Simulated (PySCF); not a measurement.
## Trend along the fifth-period p block: MGe molecules

HF with double-zeta basis sets in PySCF, for the lowest determinant that a PBE0 search found; no spin–orbit coupling. De refers to high-spin ground-configuration atoms. A positive dipole means M(−)Ge(+).

| M | basis | reference | state (unpaired electrons) | Re (Å) | ωe (cm⁻¹) | De (eV) | μ (D) |
| --- | --- | --- | --- | --- | --- | --- | --- |
| In | def2-SVP | UHF | quartet (σ ↑, π ↑↑) | 2.749 | 168 | 1.37 | -2.95 |
| Sn | def2-SVP | UHF | triplet (π ↑↑) | 2.542 | 269 | 0.99 | -0.81 |
| Te | def2-SVP | RHF | singlet (closed shell) | 2.329 | 357 | 2.08 | 1.78 |
| I | cc-pVDZ-PP | UHF | doublet (π ↑) | 2.584 | 231 | 1.78 | 2.40 |

The shortest bond is that of GeTe (2.329 Å), the longest that of InGe (2.749 Å). GeTe is bound most strongly (2.08 eV) and SnGe least (0.99 eV).

The rows differ in basis set, which adds steps of its own.

The state changes along the series, so neighbouring rows are not always alike in their bonding.

These are scalar-relativistic numbers at best; spin–orbit coupling would shift them, the dissociation energy most. Where the molecule has an RHF reference, its open-shell atoms are computed with UHF. Hartree–Fock leaves out correlation, which carries a large part of most bond energies and some tenths to 1 eV of ionisation energies. States were picked by a PBE0 search and need not be the measured ground states.
